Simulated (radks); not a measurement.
Isoelectronic series with 27 electrons, each ion in its NIST ground configuration. All-electron calculation, scalar-relativistic Kohn-Sham, SCAN, spin-polarised, spherical densities, finite nucleus; open shells are filled with parallel spins first (spin-orbit coupling, left out, can overturn this in heavy ions); meta-GGA in the generalised Kohn-Sham scheme; Fermi nuclear charge, rms radius of each element as measured or else 0.836 A^(1/3) + 0.57 fm. Program: a radial shooting solver on a logarithmic mesh with Libxc functionals. Total energies (hartree) and mean radii <r> (bohr):

ion    configuration  E (hartree)  3d down   3d up  3p down   3p up
Ni+         [Ar] 3d9  -1520.69039    1.083   1.053   0.7859  0.7841
Cu2+        [Ar] 3d9  -1654.18850   0.9253  0.9114   0.7454  0.7437
Zn3+        [Ar] 3d9  -1793.94814   0.8215  0.8130   0.7066  0.7050
Ga4+        [Ar] 3d9  -1939.95295   0.7446  0.7387   0.6704  0.6689
Ge5+        [Ar] 3d9  -2092.20082   0.6840  0.6796   0.6370  0.6356
As6+        [Ar] 3d9  -2250.69923   0.6344  0.6309   0.6063  0.6051
Se7+        [Ar] 3d9  -2415.45929   0.5926  0.5898   0.5782  0.5770
Br8+        [Ar] 3d9  -2586.49736   0.5567  0.5543   0.5524  0.5513
Kr9+        [Ar] 3d9  -2763.83127   0.5254  0.5234   0.5286  0.5277
Rb10+       [Ar] 3d9  -2947.48178   0.4977  0.4961   0.5068  0.5059
Sr11+       [Ar] 3d9  -3137.47132   0.4731  0.4717   0.4866  0.4858
Zr13+       [Ar] 3d9  -3536.56520   0.4310  0.4299   0.4505  0.4498
Nb14+       [Ar] 3d9  -3745.72155   0.4129  0.4119   0.4344  0.4337
Mo15+       [Ar] 3d9  -3961.32116   0.3962  0.3953   0.4193  0.4187
Tc16+       [Ar] 3d9  -4183.39660   0.3810  0.3801   0.4052  0.4047
Ru17+       [Ar] 3d9  -4411.97510   0.3669  0.3661   0.3920  0.3915
Rh18+       [Ar] 3d9  -4647.09259   0.3538  0.3532   0.3797  0.3792
